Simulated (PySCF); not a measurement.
Several molecules and their computed UV-vis stick spectra, shuffled. Theory: TDDFT wB97X-D/def2-SVPD, vertical, gas phase, core orbitals frozen in the response in PySCF 2.14.0, density-fitted response routines. Geometries: GFN2-xTB; one conformer of each isolated species. Triplets are in the Tamm–Dancoff approximation.

A. `C(C)(=O)OCOCC`
B. `FC(F)(F)c1cnncn1`
C. `c1c(F)cc(cc1)C=O`

Lowest singlet levels (six at most, fewer where fewer were computed) with oscillator strengths:

1. 208 nm (f 0.000); 164 nm (f 0.009); 154 nm (f 0.020); 149 nm (f 0.015); 148 nm (f 0.107); 141 nm (f 0.023); T1 5.50 eV
2. 321 nm (f 0.000); 255 nm (f 0.045); 226 nm (f 0.207); 188 nm (f 0.401); 184 nm (f 0.001); 180 nm (f 0.326); T1 3.37 eV
3. 406 nm (f 0.004); 324 nm (f 0.000); 225 nm (f 0.000); 213 nm (f 0.097); 210 nm (f 0.000); 197 nm (f 0.004); T1 2.37 eV

Task: Match each spectrum to its molecule.

Result: 1 = A, 2 = C, 3 = B.
- A: S1 at 5.97 eV, HOMO-1→LUMO (58%), HOMO→LUMO (36%); Löwdin shares by element: HOMO oxygen 61% or more, carbon 13% or more (atoms not listed hold the other 25%); LUMO carbon 47% or more, oxygen 39% or more; HOMO -9.82 and LUMO 1.86 eV.
- B: S1 at 3.05 eV, HOMO→LUMO (98%); Löwdin shares by element: HOMO nitrogen 79%, carbon 8% or more; LUMO nitrogen 62%, carbon 20% or more (atoms not listed hold the other 17%); HOMO -9.47 and LUMO -1.09 eV.
- C: S1 at 3.86 eV, HOMO-1→LUMO (90%), HOMO-1→LUMO+3 (9%); Löwdin shares by element: HOMO carbon 65% or more (atoms not listed hold the other 35%); LUMO carbon 46% or more, oxygen 19% (atoms not listed hold the other 35%); HOMO -9.51 and LUMO -0.50 eV; point group Cs, 1 of its 6 listed states under f = 0.0005.
